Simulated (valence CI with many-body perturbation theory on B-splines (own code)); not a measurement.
## Ho⁴⁴⁺ in brief

Method: configuration interaction combined with many-body perturbation theory (CI+MBPT): five valence electrons over a frozen Dirac-Fock core [Ar], a basis of 7 s, 7 p, 8 d, 6 f, 4 g, 1 h functions for each j, with the one-electron correlation potential Σ1, the two-electron term Σ2, the three-electron term Σ3, Breit, model QED; selected CI, second order for the rest, scaled by the run's own slope (own B-spline code, finite nucleus).

No measured spectrum was set against this ion. As an estimate, large intervals hold to a few tenths of a per cent, small ones and those within an open d or f shell to about a per cent. Among the levels kept, up to 550 cm⁻¹ of a level comes from second order outside the variational space, and about a tenth of that is noise between levels of different J, which matters for small intervals. Only levels of the ground parity were solved; by the run's estimate the other parity begins above the list, which can be wrong where configurations are misplaced.

Levels are named by their leading jj configuration (3d3/2^4 stands for four electrons in 3d with j = 3/2), which in mixed levels can hold well under half, so a name can repeat and another be missing.

Rates and lifetimes use the calculated energies. Strong lines usually hold to 10 to 20 %, long lifetimes can be off by a factor of two.

Q: What is the ground level?

A: (3d3/2^4 3d5/2) J=5/2, composition 28 % 3d5 4P + 23 % 3d5 2D + 15 % 3d5 2F, g = 1.347.

Q: What is the ionisation energy?

A: 3591.9 eV; NIST lists 3592 ± 4 eV (theoretical).

Q: How well does LS coupling describe the low levels?

A: Among the lowest 20 levels the leading LS term, summed over configurations, holds 48 % on average. For single configurations the figures are 48 % in LS and 95 % in jj coupling. Terms mix most in the J = 5/2 level at 0.00 eV, where the leading one holds 28 %.
